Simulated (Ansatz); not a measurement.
The same molecule with X = O, S, Se. Ansatz, PBE0-D4/def2-TZVP geometries, multiplicity 1.

Scalar relativity is left out up to krypton.

```
X      molecule  mean X–Ge bond length / Å  size of the dipole moment (B3LYP/def2-TZVPP) / D  HOMO energy (PBE/def2-TZVPP) / eV  HOMO–LUMO gap (ωB97M-V/def2-TZVPP) / eV
O  `[O+]#[Ge-]`                      1.622                                              3.38                              -7.13                                    10.76
S  `[S+]#[Ge-]`                      2.014                                              2.19                              -6.79                                     9.57
```

(1) Give the row for X = Se, `[Ge-]#[Se+]`. (An estimate is asked.)

Results:

(1) Ansatz gave: 
```json
{"X": "Se", "molecule": "`[Ge-]#[Se+]`", "mean X–Ge bond length / Å": "2.140", "size of the dipole moment (B3LYP/def2-TZVPP) / D": "1.90", "HOMO energy (PBE/def2-TZVPP) / eV": "-6.60", "HOMO–LUMO gap (ωB97M-V/def2-TZVPP) / eV": "9.01"}
```

From O to Se the mean X–Ge bond length rises at each step, by 0.518 Å in all; the HOMO energy (PBE/def2-TZVPP) rises at each step, by 0.53 eV in all; the HOMO–LUMO gap (ωB97M-V/def2-TZVPP) falls at each step, by 1.75 eV in all. Bonds lengthen as the atom grows down the group. Dipoles are sizes alone, and their direction can turn along the series.

B3LYP here is the variant with VWN-RPA as its local correlation; programs differ in this.

Spin–orbit coupling is left out; it splits and shifts lone-pair levels of the heavy atoms by tenths of an eV.
